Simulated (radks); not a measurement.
Charge is removed step by step from the 2p level of the strontium ion Sr22+, starting from [Ne] 3s2 3p4. All-electron calculation, scalar-relativistic Kohn-Sham, SCAN, spin-unpolarised, spherical densities, finite nucleus; meta-GGA in the generalised Kohn-Sham scheme; Fermi nuclear charge, rms radius 4.224 fm. Program: a radial shooting solver on a logarithmic mesh with Libxc functionals.

removed (e),E - E(0) (eV),eigenvalue (eV),E minus straight line (eV)
0,0.000,-2859.0,0.000
0.1,286.54,-2873.3,-6.461
0.2,574.42,-2887.7,-11.583
0.3,863.85,-2902.2,-15.158
0.4,1154.6,-2916.6,-17.401
0.5,1446.9,-2931.1,-18.081
0.6,1740.7,-2945.5,-17.334
0.7,2035.8,-2960.0,-15.212
0.8,2332.5,-2974.6,-11.574
0.9,2630.5,-2989.1,-6.535
1,2930.0,-3003.7,0.000

Removing the whole electron costs 2930.0 eV by Delta-SCF, against 2859.0 eV from minus the eigenvalue at the starting occupation. Slater's transition state (half an electron removed) gives 2931.1 eV. Integrating minus the eigenvalue over the occupation (Janak's theorem) gives 2931.1 eV. In this scalar-relativistic scheme the density is built from large components alone, so the theorem holds only approximately. The mean slope of the eigenvalue, de/dn, is 145 eV per electron.
